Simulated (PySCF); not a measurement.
C10H8S2, SMILES C(=C/c1cccs1)/c1cccs1 at its GFN2-xTB optimised geometry (Å):

```
20

C      1.3515    -1.6816     0.2775
C      1.4940    -0.3958    -0.0929
C      0.5513     0.6842     0.0000
C     -0.8194     0.6842     0.0000
C     -1.3782     1.9757     0.0157
C     -0.4378     2.9572     0.0253
S      1.1560     2.3220     0.0000
C      0.2908    -2.2969     1.0259
C     -0.5658    -1.7804     1.9630
C     -1.4139    -2.7456     2.5370
C     -1.2037    -3.9939     2.0418
S      0.0499    -4.0192     0.8703
H      2.1465    -2.3637     0.0023
H      2.4367    -0.1166    -0.5475
H     -1.4049    -0.2162    -0.0407
H     -2.4367     2.1668     0.0176
H     -0.5809     4.0192     0.0475
H     -0.5635    -0.7449     2.2505
H     -2.1490    -2.5207     3.2894
H     -1.7098    -4.9053     2.2909
```

Calculation: PBE/def2-SVP (PySCF 2.14.0). Cells within 0.4 Å of a nucleus heavier than hydrogen are left out (blank, or x).

Map of the log10 of the electron density (e/bohr³), floored at −4 on the plane z = 1.0 Å:

```
|0000000000000000000000000|
|0000000000000000000000000|
|0000000000010000000000000|
|0000000001232100000000000|
|0000000002454321000000000|
|0000000024566544310000000|
|0000001235677666530000000|
|0000002456777787641000000|
|0000013567776788641000000|
|0000003467766777531000000|
|0000001356777775420000000|
|0000000246777776431000000|
|0000000145666676542000000|
|0000000135555577642000000|
|0000000135666788642000000|
|0000000235789998752000000|
|000000024579xx98752000000|
|0000001345689986542000000|
|0000001356789975421000000|
|000000135789x985310000000|
|000000135789x985300000000|
|0000000245688864200000000|
|0000000134456653000000000|
|0000000011233320000000000|
|0000000000000000000000000|
```
Scale: ten equal steps from -4.00 (start of '0') to -0.648 (end of '9'), in the order '0123456789'; x runs from -6.50 to 6.50, y from -6.50 (bottom) to 6.50 (top).
